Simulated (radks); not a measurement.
Values are calculated unless marked as measured or tabulated.
Q: All-electron atom: Si+ in [Ne] 3s1 3p1 4s1 (not the ground configuration). Level of theory: non-relativistic Kohn-Sham, r2SCAN, spin-unpolarised, spherical densities, point nucleus; meta-GGA in the generalised Kohn-Sham scheme (a radial shooting solver on a logarithmic mesh with Libxc functionals). Some entries of the table are withheld. Estimate them.

| orbital | occ. | eigenvalue (Ry) | <r> (bohr) | <r^2> (bohr^2) |
|---|---|---|---|---|
| 1s | 2 | -133.0197 | 0.1116 | 0.01677 |
| 2s | 2 | -11.73555 | 0.5666 | 0.3830 |
| 2p | 6 | (1) | 0.5354 | 0.3607 |
| 3s | 1 | -1.73279 | (2) | 4.504 |
| 3p | 1 | (3) | 2.295 | 6.151 |
| 4s | 1 | -0.46917 | 5.204 | 30.20 |
| 3d | 0 | -0.42608 | 3.604 | 15.67 |
| 4p | 0 | -0.33092 | 5.837 | 38.28 |

A: 
(1) 2p eigenvalue (Ry): -8.41957
(2) 3s <r> (bohr): 1.982
(3) 3p eigenvalue (Ry): -1.13106
